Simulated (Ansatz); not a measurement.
Two isomers of CH7BSSi: A = `CSB[SiH3]`, B = `BC[SiH2]S`.

Computed with Ansatz on PBE0-D4/def2-TZVP structures; ΔE is electronic, products minus reactants. CCSD(T)/CBS is the MP2 limit (def2-TZVPP, def2-QZVPP) plus CCSD(T) − MP2 in def2-TZVPP, frozen cores. DFT in def2-TZVPP. B3LYP here is the variant with VWN-RPA as its local correlation; programs differ in this. One conformer a species, not always the lowest.

Q: Which isomer does CCSD(T)/CBS put lower? Give the gap. (Estimate.)

A: Computed: B, by 33.2 kJ/mol.

Q: Give E(B) − E(A) in kJ/mol with ωB97M-V, CCSD(T)/def2-TZVPP, PBE-D4, HF/def2-TZVPP, LDA (SPW92), B3LYP, r2SCAN-D4. (Estimate.)

A: Computed: ωB97M-V -38.4, CCSD(T)/def2-TZVPP -30.8, PBE-D4 -16.2, HF/def2-TZVPP -46.6, LDA (SPW92) -14.3, B3LYP -26.5, r2SCAN-D4 -27.8. None reverses the order clearly.

Q: Does the order hold for the free energy at 298.15 K (harmonic terms from PBE0-D4)? (Best estimate.)

A: Ansatz gave: Yes: G(B) − G(A) = -36.9 kJ/mol, for one conformer each. Modes under 60 cm⁻¹, often nearly free rotors, make the harmonic entropy too high.

Largest T1 diagnostic: 0.015.

At CCSD(T), def2-SVP lies +19.7 kJ/mol from the extrapolated value and def2-TZVPP +2.4 kJ/mol. From BLYP to BHLYP (50 % exact exchange), in def2-TZVPP and without D4, E(B) − E(A) moves by −17.4 kJ/mol.
